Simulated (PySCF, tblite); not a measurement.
Isomers of C6H7O2 (doublet state), one GFN2-xTB conformer each. Single-point energies are computed at B3LYP/pcH-1 (PySCF, gas phase, no added dispersion term), electronic only. GFN2-xTB treats the open shell by occupation alone, and not every SCF solution was tested for stability.

Question: Rank them by B3LYP/pcH-1 energy, lowest first (kJ/mol).
A. `[CH2:1]=[C:2]/[CH:3]=[CH:4]/[CH2:5][O:6][CH:7]=[O:8]` (doublet state) with C3–C4–C5–O6 -98°, C4–C5–O6–C7 87°, C5–O6–C7–O8 2°
B. `[CH2:1][c:2]1[cH:3][cH:4][c:5]([O:6][CH3:7])[o:8]1` (doublet state) with H–C1–C2–C3 0° and 180°, C4–C5–O6–C7 180°
C. `[O:1]=[C:2]1[O:3][CH2:4][C:5]1[CH:6]1[CH2:7][CH2:8]1` (doublet state) with C4–C5–C6–C7 -146°

Answer: B (0.0), C (56.6), A (57.7).

Neighbours under 21 kJ/mol apart (O=C1OC[C]1C1CC1 and C=[C]/C=C/COC=O) can change places with a better method, another conformer or zero-point energy. GFN2-xTB itself gives, in the same order: 0.0, 86.4, 181.2. Both levels put the same isomer lowest; measured from each level's own lowest isomer, the values differ by up to 123.5 kJ/mol (C=[C]/C=C/COC=O: 181.2 against 57.7).

What happens when harmonic zero-point energies from GFN2-xTB frequencies are added?

| SMILES | ZPE (kJ/mol) | electronic (kJ/mol) | with ZPE (kJ/mol) |
| --- | --- | --- | --- |
| [CH2]c1ccc(OC)o1 | 298.5 | 0.0 | 0.0 |
| O=C1OC[C]1C1CC1 | 302.3 | 56.6 | 60.4 |
| C=[C]/C=C/COC=O | 288.9 | 57.7 | 48.1 |

The zero-point energies span 13.4 kJ/mol. The lowest isomer stays, but the order above it changes.
